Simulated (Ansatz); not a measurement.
The cluster MoSe2⁻. The state is a doublet with charge -1. Geometry r2SCAN-D4/def2-TZVPD.

| atom | x (Å) | y (Å) | z (Å) |
| --- | --- | --- | --- |
| Mo1 | -1.232 | 0.214 | 0.772 |
| Se2 | 1.073 | -0.711 | 0.511 |
| Se3 | 0.159 | 0.497 | -1.283 |

In the def2 sets Mo takes a core potential; there is no spin–orbit coupling. At PBE-D4/def2-TZVPD, r2SCAN-D4/def2-TZVPD, B97M-V/def2-TZVPD, PBE0-D4/def2-TZVPD and others the charge -1 doublet is spin-contaminated (final ⟨S²⟩ up to 2.54, 0.75 for a pure state). At PBE-D4/def2-TZVPD, r2SCAN-D4/def2-TZVPD, B97M-V/def2-TZVPD the highest occupied level of the charge -1 doublet lies above zero (up to 0.67 eV). The electron is either unbound and held by the finite basis, or the level is raised by self-interaction error. Another isomer (quartet) lies 3.41 eV lower at PBE0-D4/def2-TZVPD; other spin states weren't run for this one.

(1) Estimate the α-spin orbital energies around the gap (eV) in Ansatz with PBE-D4/def2-TZVPD, r2SCAN-D4/def2-TZVPD, B97M-V/def2-TZVPD, PBE0-D4/def2-TZVPD, r2SCAN0-D4/def2-TZVPD.

Results:

(1) 
```
orbital  PBE-D4/def2-TZVPD  r2SCAN-D4/def2-TZVPD  B97M-V/def2-TZVPD  PBE0-D4/def2-TZVPD  r2SCAN0-D4/def2-TZVPD
 HOMO−5              -2.93                 -3.25              -3.08               -4.19                  -4.42
 HOMO−4              -2.05                 -2.28              -2.08               -3.02                  -3.16
 HOMO−3              -0.76                 -1.02              -0.81               -1.88                  -2.13
 HOMO−2               0.36                 -0.14              -0.04               -1.13                  -1.46
 HOMO−1               0.40                 -0.02               0.03               -0.96                  -1.19
   HOMO               0.67                  0.45               0.66               -0.09                  -0.23
   LUMO               1.07                  1.09               1.24                1.75                   1.76
 LUMO+1               1.32                  1.55               1.41                2.40                   2.58
 LUMO+2               1.47                  1.81               1.87                2.62                   2.93
 LUMO+3               2.36                  2.58               2.59                3.02                   3.21
 LUMO+4               2.82                  3.26               2.89                3.21                   3.53
 LUMO+5               3.11                  3.34               3.04                3.51                   3.60
 β HOMO               0.60                  0.19               0.44               -0.78                  -0.92
 β LUMO               1.19                  1.31               1.32                1.97                   2.03
```
